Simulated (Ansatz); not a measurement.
Geometry optimisation, Ansatz 0.2.0, RKS B3LYP-D4/6-31G*.

input.yaml

```yaml
crystal:
  periodic: [false, false, false]
  atoms:
    - { symbol: B, position_ang: [0.063827, -0.48639, -0.386346] }
    - { symbol: H, position_ang: [-0.020176, 0.123147, 1.932102] }
    - { symbol: F, position_ang: [1.149872, 0.250457, -0.52274] }
    - { symbol: F, position_ang: [-1.120478, 0.050753, -0.669589] }
    - { symbol: O, position_ang: [0.18426, -1.8038, 0.000543] }
    - { symbol: H, position_ang: [-0.67839, -2.246128, 0.018325] }
    - { symbol: H, position_ang: [0.055486, -0.575538, 1.846904] }
basis:
  gaussian: { orbitals: "6-31G*" }
hamiltonian:
  xc: b3lyp
  dispersion: d4
relax:
  f_tol: 0.03
  max_steps: 50
```

Command:

```bash
$ ansatz run input.yaml --threads 1 --pin off --max-ram 2048MiB --backend cpu --events-out ev --progress --plain --runs-dir out
```

Problem. Where does it end, and by what steps?

Solution. The run converged. The force dipped under the threshold on the way, but the program's further checks kept it going. After 22 steps the energy has fallen by 0.190 eV; H2 moved furthest, 1.08 Å.

```csv
step,energy less start (eV),largest force component (eV/Å),accepted
0,0.0000,1.473,yes
1,-0.1265,0.433,yes
2,-0.1530,0.659,yes
3,-0.1744,0.195,yes
4,-0.1760,0.168,yes
5,-0.1775,0.115,yes
6,-0.1785,0.079,yes
7,-0.1785,0.337,no
8,-0.1802,0.024,yes
9,-0.1769,0.510,no
10,-0.1812,0.118,yes
11,-0.1820,0.154,yes
12,-0.1817,0.271,no
13,-0.1834,0.063,yes
14,-0.1844,0.031,yes
15,-0.1854,0.070,yes
16,-0.1861,0.159,yes
17,-0.1873,0.096,yes
18,-0.1887,0.036,yes
19,-0.1894,0.073,yes
20,-0.1897,0.058,yes
21,-0.1900,0.040,yes
22,-0.1901,0.019,yes
```

```xyz
7
Properties=species:S:1:pos:R:3
B 0.097 -0.527 -0.833
H -0.187 -0.139 2.971
F 1.185 0.082 -1.276
F -1.094 -0.055 -1.200
O 0.220 -1.608 -0.027
H -0.639 -1.969 0.234
H 0.053 -0.471 2.350
```

Time of the run: 32 s on 1 thread of Intel(R) Xeon(R) Platinum 8488C (Sapphire Rapids) (shared host), peak memory 0.15 GiB.
